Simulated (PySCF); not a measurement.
**Static response to an electric field**

Compound: trifluoromethanesulfonyl fluoride, CF4O2S.
Structure used (GFN2-xTB), in Å, numbered top down from 1:
```xyz
8
CF4O2S angstrom
O      1.5213   -0.1775    1.2422
S      0.9568    0.0773   -0.0213
O      1.3772    1.1352   -0.8484
F      1.0419   -1.2876   -0.8840
C     -0.8997    0.0601    0.0961
F     -1.2722    1.1250    0.7875
F     -1.2950   -1.0331    0.7161
F     -1.4212    0.1101   -1.1127
```

Level: CAM-B3LYP/def2-SVPD (PySCF), static field, nuclei fixed, core orbitals frozen in the response. The polarisability tensor in these axes (au):

```
x   45.47  0.68  0.28
y    0.68 41.38 -1.29
z    0.28 -1.29 42.53
```

Problem. Give the principal values, the mean and the anisotropy Δα = √{½[(α1 − α2)² + (α2 − α3)² + (α1 − α3)²]}.

Solution. Principal values 40.44, 43.36 and 45.59 au; mean 43.13 au = 6.39 Å³ = 7.11 × 10⁻⁴⁰ C²·m²/J; Δα = 4.47 au (10 % of the mean).

Problem. What is the dipole moment, and where does it point?

Solution. (-1.49, -0.30, -0.08) D, 1.52 D in size, pointing from the negative to the positive side. Measured along this direction, the outermost atoms are O1 and O3 at the negative end and F8 and F7 at the positive end.

Problem. What would n − 1 = 2πNα be for an ideal gas of these molecules at 400 K and 1 atm, electronic part alone?

Solution. N = p/kT = 1.8347 × 10¹⁹ cm⁻³, so n − 1 = 2π × N × 6.39 × 10⁻²⁴ cm³ = 737 × 10⁻⁶ at long wavelengths.

Problem. Find the Langevin capture rate constant for H3+ (3.023 u) meeting this molecule (151.956 u), k = 2.342 × 10⁻⁹ cm³/s × √(α in Å³ / reduced mass in u).

Solution. The reduced mass is 2.96 u, so k = 3.44 × 10⁻⁹ cm³/s. The formula leaves out the permanent dipole, which adds to the capture rate.

Problem. Rayleigh depolarisation ratio (linearly polarised light, static tensor)?

Solution. ρ = 3Δα²/(45ᾱ² + 4Δα²) = 60.0/(83708 + 80.0) = 0.000716.

Problem. Give the principal axes and the span of the nuclei along them.

Solution. Largest value along (0.99, 0.15, 0.03), where the nuclei span 2.93 Å; middle along (0.06, -0.53, 0.85), 2.47 Å; least along (-0.14, 0.83, 0.53), 3.23 Å. The strongest response doesn't lie along the longest of the three spans.

Isolated species at its GFN2-xTB geometry, gas phase.

The run behind these numbers computed excited states as well. Rough CPU time on one thread of a shared machine: about 80 s (with the writing of density and orbital grids).
